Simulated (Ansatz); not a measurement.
CH$_{4}$O$_{2}$SeSi, SMILES `OC(=[Se])O[SiH3]`, relaxed with RKS PBE0-D4/def2-TZVP in the Gaussian-basis code of Ansatz from a PBE-D4/def2-SVP geometry. The force threshold is 0.005 eV/Å; the program also tests the step.

The species carries charge 0 and has multiplicity 1.

Start:

```xyz
9

O     0.802   -0.184   -2.210
C     0.593   -0.304   -0.899
Se    1.564   -1.382    0.195
O    -0.409    0.464   -0.514
Si   -0.900    0.505    1.161
H     1.555   -0.779   -2.416
H    -1.392   -0.840    1.588
H    -2.027    1.490    1.084
H     0.214    1.029    2.010
```

(1) How much energy does the relaxation release, and in how many steps? (Best estimate.)

(2) Which bonds change most? (Estimate.)

(3) Give the relaxed structure. (Best estimate.)

## Answers

(1) Ansatz gave: 5.35 kJ/mol, in 6 steps.

(2) Computed: O4–Si5 from 1.745 to 1.704 Å; Si5–H7 from 1.495 to 1.476 Å; Si5–H9 from 1.495 to 1.476 Å; C2–O4 from 1.320 to 1.302 Å.

(3) The calculation gave: 
```xyz
9

O     0.788   -0.180   -2.174
C     0.590   -0.305   -0.878
Se    1.558   -1.379    0.195
O    -0.397    0.450   -0.489
Si   -0.890    0.503    1.141
H     1.527   -0.759   -2.406
H    -1.376   -0.825    1.566
H    -2.004    1.474    1.061
H     0.204    1.021    1.985
```
